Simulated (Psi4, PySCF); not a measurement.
HO$_{3}$S, charge +1, singlet, at a GFN2-xTB geometry. Base run: PySCF with B3LYP/6-31G, TDA.

Input for PySCF:
```python
from pyscf import gto, scf, dft, tdscf

mol = gto.Mole()
mol.atom = '''
    O    -0.614047    1.192165   -0.514876
    S    -0.120925   -0.004792   -0.000415
    O    -0.796444   -1.124718    0.458048
    O     1.393316   -0.123636    0.080167
    H     2.072202    0.526183   -0.180072
'''
mol.basis = '6-31g'
mol.charge = 1
mol.spin = 0
mol.verbose = 3
mol.build()

mf = dft.RKS(mol)
mf.xc = 'b3lyp'
mf.kernel()
td = mf.TDA()
td.nstates = 5
td.kernel()
td.analyze()
```

Programs used: Psi4, PySCF; a row that names a program was run with it.

Each row names what was changed in the base input (with any setting that the change needs).

```tsv
change	first excitation (eV)	oscillator strength of the first	second (eV)
base	4.82	0.000	5.83
guess vectors = 13 for 5 states	4.82	0.000	5.83
functional = pbe0	4.87	0.000	5.88
code = psi4	4.82	0.000	5.83
nstates = 10	4.82	0.000	5.83
functional = camb3lyp	4.86	0.000	5.88
functional = pbe	4.81	0.000	5.48
functional = lc_wpbe	4.89	0.000	5.92
response = full linear response	4.80	0.000	5.81
functional = bhandhlyp	___	0.000	___
states = triplets	___	-	___
```

Task: Fill in the missing entries.

Result: 
- functional = bhandhlyp, first excitation (eV): 4.98
- functional = bhandhlyp, second (eV): 5.97
- states = triplets, first excitation (eV): 4.08
- states = triplets, second (eV): 4.27

An iterative solver can miss low states, so a row lists the states that it found.
